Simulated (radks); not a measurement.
Spherical quantum dot in the effective-mass picture: electrons in a hard-walled sphere of radius 2.12, with a point charge +1 (a donor) at the centre, all in effective atomic units (hartree* = m*/eps^2 hartree, bohr* = eps/m* bohr), one dielectric constant everywhere. Calculated with a radial shooting solver with Libxc functionals: non-relativistic Kohn-Sham, r2SCAN, spin-polarised, spherical densities, generalised Kohn-Sham scheme. Levels are named by radial order and angular momentum (1s, 1p, 1d, 2s, ...), and open shells are averaged over m. Results are scaled to m* = 0.051 and eps = 11.8, for which hartree* = 9.967 meV and bohr* = 12.24 nm.

N = 11, configuration 1s2 1p6 1d(up 3, down 0). This is the lowest configuration that the search found. Occupied and some empty levels:

level    occupation  eigenvalue (meV)  <r> (nm)
1s up             1            70.219     14.01
1s down           1            71.103     13.67
1p up             3            80.251     16.33
1p down           3            81.755     16.22
1d up             3            93.392     17.48
1d down           0            95.192     17.45
2s up             0            100.10     11.92
2s down           0            100.82     12.21
1f up             0            109.92     18.28
1f down           0            111.89     18.28
2p up             0            126.29     13.55
2p down           0            127.20     13.59

Energy (meV): total 521.235, kinetic 273.13, external -92.636, Hartree 411.58, exchange-correlation -70.832.
